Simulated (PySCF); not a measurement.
Working with the constants of Ca₂

PBE0 constants of Ca₂, ¹Σg⁺ (singlet), closed shell (Ca x2c-TZVPall; spin-free X2C with a Gaussian nucleus (PySCF 2.14); masses 39.9626 and 39.9626 u):

| Property | Result |
| --- | --- |
| ωe | 78.6 cm⁻¹ |
| ωexe | 0.786 cm⁻¹ |
| Be | 0.047071 cm⁻¹ |
| αe | 0.000499 cm⁻¹ |
| D (centrifugal) | 6.76e-08 cm⁻¹ |
| De to Ca + Ca | 0.198 eV |

Question: Give the vibrational terms G(v) and spacings up to v = 6.

Answer: G(v) = ωe(v+½) − ωexe(v+½)².

| v | G(v) (cm⁻¹) | G(v) − G(v−1) | Bv (cm⁻¹) |
| --- | --- | --- | --- |
| 0 | 39.1 |  | 0.04682 |
| 1 | 116.1 | 77.0 | 0.04632 |
| 2 | 191.6 | 75.5 | 0.04582 |
| 3 | 265.5 | 73.9 | 0.04532 |
| 4 | 337.8 | 72.3 | 0.04483 |
| 5 | 408.5 | 70.7 | 0.04433 |
| 6 | 477.7 | 69.2 | 0.04383 |

Question: How well does the Morse estimate ωe²/(4ωexe) reproduce De, and what is D0?

Answer: It gives 0.244 eV, 123 % of the computed De. D0 = De − G(0) = 0.198 − 0.005 = 0.193 eV.

Closed-shell solutions of metal pairs were not tested for spin polarisation, which can lower them a little. The bond is weak. Basis-set superposition, not corrected here, can be much of De in a small basis, most of all at correlated wavefunction levels. Functionals without a dispersion term scatter widely for such bonds, and LDA overbinds them.
